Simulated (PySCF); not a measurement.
**`CC[Si@H](N)C#[C][GeH3]`, C4H11GeNSi**

Geometry:
```tsv
atom	x (Å)	y (Å)	z (Å)
C1	-1.979	1.249	-0.922
C2	-2.069	0.110	0.085
Si3	-0.682	-1.170	-0.145
N4	-0.847	-2.319	1.130
C5	0.968	-0.360	0.121
C6	2.032	0.198	0.276
Ge7	3.687	1.071	0.546
H8	-2.080	0.874	-1.938
H9	-2.763	1.986	-0.752
H10	-1.017	1.751	-0.841
H11	-3.045	-0.370	-0.007
H12	-2.020	0.522	1.094
H13	-0.690	-1.712	-1.519
H14	-0.128	-3.012	1.259
H15	-1.751	-2.719	1.320
H16	3.539	2.525	0.244
H17	4.721	0.479	-0.354
H18	4.114	0.903	1.965
```

Method: TDDFT B3LYP/def2-SVPD excited states, vertical, gas phase in PySCF 2.14.0. Geometry: GFN2-xTB.

The calculation is non-relativistic, which matters for the atoms heavier than Zn.

Q: How strongly do the lowest singlets absorb one photon, and two photons of half the energy?

A: δ for parallel linear polarisation; σ at the peak of a Lorentzian of half width 0.1 eV, single beam; Ω is circular over linear.
| state | E (eV) | f | photon λ (nm) | δ (au) | σ (GM) | Ω | main |
| --- | --- | --- | --- | --- | --- | --- | --- |
| S1 | 5.64 | 0.003 | 440 | 6.21 | 0.07 | 1.10 | HOMO−1→LUMO 0.53, HOMO→LUMO 0.32 |
| S2 | 5.72 | 0.008 | 434 | 4.51 | 0.05 | 1.27 | HOMO→LUMO 0.56, HOMO−1→LUMO 0.26 |
| S3 | 5.91 | 0.008 | 419 | 16.3 | 0.21 | 1.24 | HOMO→LUMO+1 0.49, HOMO−2→LUMO+1 0.39 |
| S4 | 5.93 | 0.004 | 418 | 9.1 | 0.12 | 0.74 | HOMO−2→LUMO 0.44, HOMO−1→LUMO+1 0.35 |
| S5 | 6.11 | 0.004 | 406 | 12.5 | 0.17 | 1.34 | HOMO−2→LUMO+1 0.43, HOMO→LUMO+1 0.43 |
